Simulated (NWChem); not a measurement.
Program: NWChem. System: BeO, charge 0, spin multiplicity 1, at a geometry optimised with B3LYP/def2-SVP. The structure started from a generated list of species. Level: MP2/def2-TZVP, 2 core orbitals frozen.

Input file:

```
start mol
memory heap 200 mb stack 900 mb global 1100 mb
geometry units angstroms nocenter noautoz
  Be     0.000000     0.000000     0.892633
  O      0.000000     0.000000    -0.446316
  symmetry group C2v
end
basis spherical
  * library def2-tzvp
end
scf
  rhf
  nopen 0
  maxiter 100
  thresh 1e-7
  semidirect memsize 60000000 filesize 0
end
mp2
  freeze core 2
end
task mp2 energy
```

Part of the output:

```
             Northwest Computational Chemistry Package (NWChem) 7.3.0
             --------------------------------------------------------

                                NWChem Input Module
                                -------------------

 Scaling coordinates for geometry "geometry" by  1.889725989
 (inverse scale =  0.529177249)

 Turning off AUTOSYM since
 SYMMETRY directive was detected!

                             Geometry "geometry" -> ""
                             -------------------------

 Output coordinates in angstroms (scale by  1.889725989 to convert to a.u.)

  No.       Tag          Charge          X              Y              Z
 ---- ---------------- ---------- -------------- -------------- --------------
    1 Be                   4.0000     0.00000000     0.00000000     0.89263300
    2 O                    8.0000     0.00000000     0.00000000    -0.44631600

 Effective nuclear repulsion energy (a.u.)      12.6469880242

            Nuclear Dipole moment (a.u.)
            ----------------------------
        X                 Y               Z
 ---------------- ---------------- ----------------
     0.0000000000     0.0000000000     0.0000075589

      Symmetry information
      --------------------

 Group name             C2v
 Group number             16
 Group order               4
 No. of unique centers     2

      Symmetry unique atoms

     1    2


 Summary of "ao basis" -> "" (spherical)
 ------------------------------------------------------------------------------
       Tag                 Description            Shells   Functions and Types
 ---------------- ------------------------------  ------  ---------------------
 *                         def2-tzvp                  on all atoms

 Summary of "ao basis" -> "ao basis" (spherical)
 ------------------------------------------------------------------------------
       Tag                 Description            Shells   Functions and Types
 ---------------- ------------------------------  ------  ---------------------
 Be                        def2-tzvp                 9       19   5s3p1d
 O                         def2-tzvp                11       31   5s3p2d1f

                                 NWChem SCF Module
                                 -----------------

  ao basis        = "ao basis"
  functions       =    50
  atoms           =     2
  closed shells   =     6
  open shells     =     0
  charge          =   0.00
  wavefunction    = RHF
  use symmetry    = T
  symmetry adapt  = T

 Summary of "ao basis" -> "ao basis" (spherical)
 ------------------------------------------------------------------------------
       Tag                 Description            Shells   Functions and Types
 ---------------- ------------------------------  ------  ---------------------
 Be                        def2-tzvp                 9       19   5s3p1d
 O                         def2-tzvp                11       31   5s3p2d1f

      Symmetry analysis of basis
      --------------------------

        a1         24
        a2          4
        b1         11
        b2         11

 Forming initial guess at       0.0s

      Superposition of Atomic Density Guess
      -------------------------------------

 Sum of atomic energies:         -89.35688712

      Non-variational initial energy
      ------------------------------

 Total energy =     -89.372779
 1-e energy   =    -146.760359
 2-e energy   =      44.740592
 HOMO         =      -0.496491
 LUMO         =      -0.185009
[...]
  ----- ------------  ---------------      ----- ------------  ---------------
    25      0.398314  2 O  px                28      0.368658  2 O  px
     6     -0.250646  1 Be px                31      0.237542  2 O  px

 Vector    7  Occ=0.000000D+00  E=-6.172834D-02  Symmetry=a1
              MO Center=  3.6D-16,  1.1D-15,  1.8D+00, r^2= 3.2D+00
   Bfn.  Coefficient  Atom+Function         Bfn.  Coefficient  Atom+Function
  ----- ------------  ---------------      ----- ------------  ---------------
     5      0.518825  1 Be s                 14      0.381719  1 Be pz
     8     -0.300815  1 Be pz                 4      0.167153  1 Be s
     3      0.157175  1 Be s

 Vector    8  Occ=0.000000D+00  E= 9.070179D-02  Symmetry=a1
              MO Center=  4.2D-15, -6.3D-16,  1.4D+00, r^2= 1.1D+01
   Bfn.  Coefficient  Atom+Function         Bfn.  Coefficient  Atom+Function
  ----- ------------  ---------------      ----- ------------  ---------------
     4      2.604664  1 Be s                  5     -2.313095  1 Be s
    24     -0.558012  2 O  s                 33     -0.275023  2 O  pz
    14     -0.195686  1 Be pz                17      0.166524  1 Be d  0

 Vector    9  Occ=0.000000D+00  E= 1.012884D-01  Symmetry=b1
              MO Center=  1.2D-15, -7.3D-31,  1.1D+00, r^2= 5.2D+00
   Bfn.  Coefficient  Atom+Function         Bfn.  Coefficient  Atom+Function
  ----- ------------  ---------------      ----- ------------  ---------------
    12      0.969666  1 Be px                31     -0.349127  2 O  px
    25     -0.172125  2 O  px                 6     -0.156723  1 Be px

 center of mass
 --------------
 x =   0.00000000 y =   0.00000000 z =   0.06844801

 moments of inertia (a.u.)
 ------------------
          36.904068092135           0.000000000000           0.000000000000
           0.000000000000          36.904068092135           0.000000000000
           0.000000000000           0.000000000000           0.000000000000

  Mulliken analysis of the total density
  --------------------------------------

    Atom       Charge   Shell Charges
 -----------   ------   -------------------------------------------------------
    1 Be   4     3.49   1.02  0.97  0.31  0.13 -0.02  0.82  0.01  0.16  0.09
    2 O    8     8.51   0.79  1.18  0.57  0.99  0.23  1.78  2.01  0.95  0.00  0.02  0.00

       Multipole analysis of the density wrt the origin
       ------------------------------------------------

     L   x y z        total         open         nuclear
     -   - - -        -----         ----         -------
     0   0 0 0     -0.000000      0.000000     12.000000

     1   1 0 0      0.000000      0.000000      0.000000
     1   0 1 0     -0.000000      0.000000      0.000000
     1   0 0 1      2.886249      0.000000      0.000008

     2   2 0 0     -7.592768      0.000000      0.000000
     2   1 1 0     -0.000000      0.000000      0.000000
     2   1 0 1     -0.000000      0.000000      0.000000
     2   0 2 0     -7.592768      0.000000      0.000000
     2   0 1 1      0.000000      0.000000      0.000000
     2   0 0 2     -1.987412      0.000000     17.072396

                   NWChem MP2 Semi-direct Energy/Gradient Module
                   ---------------------------------------------

  Basis functions       =     50
  Molecular orbitals    =     50
  Frozen core           =      2
  Frozen virtuals       =      0
  Active alpha occupied =      4
  Active beta occupied  =      4
  Active alpha virtual  =     44
  Active beta virtual   =     44
  Use MO symmetry       = T
  Use skeleton AO sym   = T

  AO/Fock/Back tols     =   1.0D-09  1.0D-09  1.0D-09

 GA uses MA = F    GA memory limited = T

 Available:
  local mem=  1.26D+08
 global mem=  1.44D+08
 local disk=  0.00D+00
  mp2_memr nvloc                    44
  nvloc new                    44
   1 passes of   4:        3145728                      13896                    766703.
   1 passes of   4: M    126153597           G      144174200           F     123007869.

 Semi-direct pass number   1 of   1  for RHF alpha+beta  at        0.2s
  vrange nnbf                  1274
  mp2_eaftype                    10  avail_ma_in_mb                  1099
 EAF : mp2_eaftype filesize          10     383352.
  mp2_eaf for mointskh                     10
Node 0 wrote      1.8 Mb in      0.0 s     Agg I/O rate:  4316.7 Mb/s
 Done moints_semi at        0.3s
  mp2_eaftype                    10  avail_ma_in_mb                  1089
 EAF : mp2_eaftype filesize          10     383352.
  mp2_eaf for kh                    10
 Done maket at        0.3s
 Done multipass loop at        0.3s

          -------------------------------------------
          SCF energy                 -89.442009585222
          Correlation energy          -0.294354829907
          Singlet pairs               -0.177529309634
          Triplet pairs               -0.116825520273
          Total MP2 energy           -89.736364415129
          -------------------------------------------

          ---------------------------------------------------
                    Spin Component Scaled (SCS) MP2
          Same spin pairs                     -0.077883680182
          Same spin scaling factor             0.333333333333
          Opposite spin pairs                 -0.216471149725
          Opposite spin scaling fact.          1.200000000000
          SCS-MP2 correlation energy          -0.285726606397
          Total SCS-MP2 energy               -89.727736191619
          ---------------------------------------------------

 -----------------------
 Performance information
 -----------------------

 Timer overhead =  1.37D-07 seconds/call

               Nr. of calls         CPU time (s)                 Wall time (s)                GFlops
             ---------------    -------------------     ------------------------------   -------------------
Name         Min   Avg   Max    Min     Avg     Max     Min     Avg     Max   Mx/calls   Min     Max     Sum
mp2: moin     1     1     1   0.15    0.15    0.15     0.15    0.15    0.15    0.15      0.0     0.0     0.0
mp2: make     1     1     1   7.47E-3 7.47E-3 7.47E-3  7.47E-3 7.47E-3 7.47E-3 7.47E-3   0.0     0.0     0.0
mp2: tota     1     1     1   0.18    0.18    0.18     0.18    0.18    0.18    0.18      0.0     0.0     0.0

 The average no. of pstat calls per process was 3.00D+00
 with a timing overhead of 4.11D-07s

 Task  times  cpu:        0.3s     wall:        0.3s

 Total times  cpu:        0.3s     wall:        0.3s
```
